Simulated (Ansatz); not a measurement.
Reaction (ligand exchange at the Si–C bond): `OC[SiH](F)S` + H–F → `F[SiH](F)S` + CH₃OH

Isolated molecules relaxed with PBE0-D4/def2-TZVP in Ansatz; ΔE leaves out vibrations. CCSD(T)/CBS is the MP2 limit (def2-TZVPP, def2-QZVPP) plus CCSD(T) − MP2 in def2-TZVPP, frozen cores. This one scheme is used for every species. DFT in def2-TZVPP. Each species was taken in one conformer, which may not be the lowest.

Is it downhill or uphill in electronic energy at CCSD(T)/CBS, and by how much? (Best estimate.)

The calculation gave: Downhill: ΔE = -36.8 kcal/mol.

What do these levels give: r2SCAN-D4, ωB97M-V, PBE, r2SCAN, MP2/def2-TZVPP, CCSD(T)/def2-TZVPP? (Best estimate.)

The calculation gave: r2SCAN-D4 -37.4, ωB97M-V -36.9, PBE -34.9, r2SCAN -37.9, MP2/def2-TZVPP -37.1, CCSD(T)/def2-TZVPP -37.1 kcal/mol.

Largest T1 diagnostic among the species: 0.012.

From PBE to PBE0 (25 % exact exchange), in def2-TZVPP and without D4, ΔE moves by −1.2 kcal/mol. In def2-TZVPP, CCSD(T) changes the Hartree–Fock value by +7.6 kcal/mol (the triples alone add +1.1 kcal/mol) and MP2 by +7.7 kcal/mol. The D4 term adds +2.4 kcal/mol with B3LYP and +1.4 kcal/mol with PBE0; it sums over pairs of atoms, weighted by their polarisabilities, and B3LYP, whose exchange is more repulsive, gets the larger term.

B3LYP here is the variant with VWN-RPA as its local correlation; programs differ in this.
